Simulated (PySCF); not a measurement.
Isomers of C2H6Si. Isolated molecules, 0 K electronic values unless said otherwise. Strings in code marks are SMILES.

These are B3LYP-D3(BJ)/def2-TZVP (PySCF 2.14.0) values and carry that method's errors. B3LYP has the VWN-RPA correlation part, as in Gaussian. Excitations are Tamm–Dancoff values on a coarser integration grid. The basis has no diffuse functions, so Rydberg states are missing or too high.

```json
[
 {"species": "`C1C[SiH2]1`", "T1 excitation (TDA) (eV)": "4.94", "HOMO–LUMO gap (eV)": "6.80", "HOMO (eV)": "-6.73", "S1 oscillator strength": "0.021", "S1 excitation (TDA) (eV)": "6.39"},
 {"species": "`C=C[SiH3]`", "T1 excitation (TDA) (eV)": "4.32", "HOMO–LUMO gap (eV)": "7.07", "HOMO (eV)": "-7.76", "S1 oscillator strength": "0.002", "S1 excitation (TDA) (eV)": "6.75"},
 {"species": "`[SiH](C)=C`", "T1 excitation (TDA) (eV)": "2.90", "HOMO–LUMO gap (eV)": "5.18", "HOMO (eV)": "-6.02", "S1 oscillator strength": "0.345", "S1 excitation (TDA) (eV)": "5.66"},
 {"species": "`CC=[SiH2]`", "T1 excitation (TDA) (eV)": "2.52", "HOMO–LUMO gap (eV)": "4.75", "HOMO (eV)": "-5.96", "S1 oscillator strength": "0.426", "S1 excitation (TDA) (eV)": "5.29"}
]
```
